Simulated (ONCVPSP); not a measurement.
hydrogen (H): one change to an ONCV potential, before and after

```
Element                 : H
Generator               : ONCVPSP 4.0.1
Type                    : optimised norm-conserving Vanderbilt (ONCV)
Functional              : PBE
Relativity              : scalar-relativistic
Frozen core             : none
Valence charge          : 1
Reference configuration : 1s1
Partial waves           : 1s: rc 0.75 bohr, ncon 3, nbas 8, qcut 8.6 1/bohr, 2 projectors, debl 0.8 Ha
Local potential         : polynomial inside 0.70 bohr (lpopt 3, dvloc0 6 Ha)
Core correction         : none
```

Change: s: rc 0.66; local potential polynomial inside 0.66 bohr (lpopt 3, dvloc0 6 Ha).

Cutoffs: the cutoffs (Ha) at which the residual kinetic energy of the hardest occupied pseudo-wave falls to 1 and 0.1 mHa per electron; they do not see the model core or the augmentation charge, which bear on the density cutoff. Errors are all-electron minus pseudo energies relative to the spin-unpolarised reference configuration.

Task: How do hardness, ghosts and transferability respond?

Result: The potential gets harder (23 Ha and 35 Ha → 25 Ha and 43 Ha); neither file shows a bound ghost. A smaller radius makes the pseudo-wave follow the all-electron one further in, where it bends more sharply, so more plane waves are needed.

```json
{"quantity": "cutoff, loose", "base": "23 Ha", "changed": "25 Ha"}
{"quantity": "cutoff, tight", "base": "35 Ha", "changed": "43 Ha"}
{"quantity": "bound ghosts", "base": "none", "changed": "none"}
{"quantity": "GHOST(+) flags under 300 eV", "base": "none", "changed": "none"}
{"quantity": "error for 1s0.5, meV [ΔE 4.76 eV]", "base": "-0.1", "changed": "-0.4"}
```
